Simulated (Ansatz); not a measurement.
BrClH₃NOSi (`N[Si](O)(Cl)Br`), relaxed with RKS PBE0-D4/def2-TZVP in Ansatz 0.2.0 from a PBE-D4/def2-SVP geometry. The force threshold is 0.005 eV/Å; the program also tests the step.

Charge 0, multiplicity 1.

Start:

```xyz
8

N    -0.906   -0.394    0.774
Si    0.305   -0.027   -0.395
O     0.938    1.491   -0.153
Cl    1.724   -1.528   -0.204
Br   -0.376    0.032   -2.520
H    -1.103   -1.381    0.960
H    -1.771    0.154    0.763
H     1.189    1.653    0.775
```

```tsv
step	energy (eV)	largest force (eV/Å)	largest move (Å)
1	-94020.8792	0.727	0.000
2	-94020.9319	0.486	0.035
3	-94020.9418	0.137	0.019
4	-94020.9429	0.284	0.055
5	-94020.9436	0.210	0.057
6	-94020.9452	0.024	0.028
7	-94020.9453	0.010	0.006
8	-94020.9453	0.005	0.003
9	-94020.9453	0.004	0.001
```

End:

```xyz
8

N    -0.907   -0.404    0.739
Si    0.298   -0.029   -0.391
O     0.902    1.458   -0.139
Cl    1.712   -1.492   -0.197
Br   -0.360    0.026   -2.498
H    -1.108   -1.370    0.942
H    -1.736    0.167    0.789
H     1.200    1.644    0.755
```

Run time 24 s (4 threads of a server CPU on a shared host); peak host memory 0.7 GiB.
